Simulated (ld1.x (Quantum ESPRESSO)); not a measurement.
Before and after: PAW potential for Cu

ld1.x (Quantum ESPRESSO) 7.5 input, shortened:

```
&input
   title='Cu', zed=29., rel=0, dft='PBE', iswitch=3,
   config='[Ar] 3d10 4s1 4p0'
 /
 &inputp
   pseudotype=3, lpaw=.true., tm=.true., lloc=-1, rcloc=1.15,
   nlcc=.true., new_core_ps=.true.,
   which_augfun='PSQ', rmatch_augfun_nc=.true.
 /
6
3S  1  0   2.00   0.00  1.00  1.20  0.0
4S  2  0   1.00   0.00  1.00  1.20  0.0
3P  2  1   6.00   0.00  1.05  1.25  0.0
4P  3  1   0.00   0.00  1.05  1.25  0.0
3D  3  2  10.00   0.00  1.10  1.50  0.0
3D  3  2   0.00   1.75  1.10  1.50  0.0
 &test
   configts(1)='3s2 3p6 3d10 4s1 4p0'
 /
```

All-electron outer shells of the reference configuration (PBE, non-relativistic, ld1.x):

```csv
shell,level (eV),outermost node (bohr),outermost maximum (bohr)
2p,-911.62,–,0.16
3s,-110.95,0.29,0.62
3p,-71.10,0.26,0.63
3d,-5.21,–,0.60
4s,-4.44,0.90,2.33
4p,-0.71,0.98,3.70
```

Change: core correction Bessel-smoothed model core inside 1.36 bohr.

Cutoffs: the cutoffs (Ry, on a coarse ladder) from which the occupation-weighted sum of valence levels, in a spherical-Bessel basis at the reference potential, stays within 10 and 1 mRy of its value at 400 Ry; they do not see the model core or the augmentation charge, which bear on the density cutoff. Errors are all-electron minus pseudo energies relative to the spin-unpolarised reference configuration.

Q: Predict the effect on cutoff, ghosts and configuration errors.

A: The potential gets neither clearly harder nor softer (70 Ry and 120 Ry → 70 Ry and 120 Ry); of the 6 tests that both files solve, the error grows in 2 and shrinks in 0 by more than 15 % and 0.3 meV (median size 0.9 → 0.9 meV); neither file shows a bound ghost at the reference potential, the only one tested. The default core radius of the base comes out at 0.33 bohr. A wider model core is smoother and lowers the density cutoff, which this test does not measure.

```csv
quantity,base,changed
"cutoff, loose",70 Ry,70 Ry
"cutoff, tight",120 Ry,120 Ry
bound ghosts,none,none
"tests counted (converged, no solver errors)",6 of 7,6 of 7
"error for 3s2 3p6 3d10 4s0 4p0, meV [ΔE 7.91 eV]",-0.7,-0.7
"error for 3s2 3p6 3d9 4s0 4p0, meV [ΔE 29.40 eV]",+3.1,+2.8
"error for 3s2 3p6 3d8 4s0 4p0, meV [ΔE 68.69 eV]",+0.2,-1.0
"error for 3s2 3p6 3d9 4s1 4p1, meV [ΔE 7.05 eV]",+0.4,+0.3
"error for 3s2 3p6 3d9 4s1 4p0, meV [ΔE 11.81 eV]",+1.0,+0.8
"error for 3s1 3p6 3d10 4s1 4p0, meV [ΔE 118.53 eV]",-2.9,-3.5
s: phases at 1.65 bohr within 0.05 rad from the reference energy up to (Ry; the scan ends near 5),to the end of the scan,to the end of the scan
p: phases at 1.65 bohr within 0.05 rad from the reference energy up to (Ry; the scan ends near 5),2.7,2.7
d: phases at 1.65 bohr within 0.05 rad from the reference energy up to (Ry; the scan ends near 5),4.8,4.8
lowest overlap eigenvalue by channel,"s 0.03, p 0.11, d 0.26","s 0.03, p 0.11, d 0.26"
```

Base: Tests not counted: 3s2 3p6 3d7 4s0 4p0 (solver errors, printed error -3155 eV). Changed file: Tests not counted: 3s2 3p6 3d7 4s0 4p0 (solver errors, printed error -3155 eV).
